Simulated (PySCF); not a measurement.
Si(NH2)(SH) (H₃NSSi), SMILES [Si](N)S (connectivity only; charge and spin as stated), neutral, multiplicity 1. Atoms are numbered in the order given.

```xyz
6

Si    -0.7483    -0.5819     0.0000
N      0.6388    -1.5851     0.0000
H      0.5370    -2.5890     0.0000
H      1.6099    -1.3047     0.0000
S      0.2936     1.3186     0.0000
H     -0.8390     2.0389     0.0000
```
Charge 0, spin multiplicity 1.

The structure is a stationary point at r2SCAN-D4/def2-TZVP. One conformer was computed; it need not be the lowest.

Level of theory: KT2/pcSseg-2 (PySCF).

GIAO shieldings, no solvent; atoms listed in one row are averaged. δ = σ(ref) − σ: ²⁹Si against TMS (σ = 351.7 ppm); ¹⁵N against NH3 (σ = 261.9 ppm); ¹H against TMS (σ = 31.47 ppm); ³³S against H2S (σ = 720.7 ppm), references at their B3LYP-D3(BJ)/def2-TZVP geometries, non-relativistic.

| nucleus | atoms | count | δ (ppm) |
|---|---|---|---|
| ²⁹Si | Si1 | 1 | 203.4 |
| ¹⁵N | N2 | 1 | 133.8 |
| ¹H | H4 | 1 | 5.10 |
| ¹H | H3 | 1 | 4.44 |
| ¹H | H6 | 1 | 2.77 |
| ³³S | S5 | 1 | 278.4 |
